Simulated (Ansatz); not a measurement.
A structure relaxed at PBE-D4/def2-SVP in Ansatz, charge 0, singlet:

```xyz
8

Al    0.468   -0.188   -1.747
H    -0.343    0.726   -2.765
H     1.623   -1.228   -2.083
I     1.390    1.425    0.220
Al   -0.471    0.190    1.746
H     0.306   -0.699    2.811
H    -1.630    1.244    2.021
I    -1.344   -1.471   -0.202
```

Problem. Give its formula, name or SMILES and point group.

Solution. (H2Al-mu-I)2 (Al₂H₄I₂). Point group D2h (tolerance 0.1 Å).

Problem. Summarise the bond lengths by kind (pairs closer than 1.2 times the sum of covalent radii, bridged metal pairs left out).

Solution. 4 × Al–I 2.70 Å; 4 × Al–H 1.59 Å.

In the def2 sets I takes a core potential; there is no spin–orbit coupling.
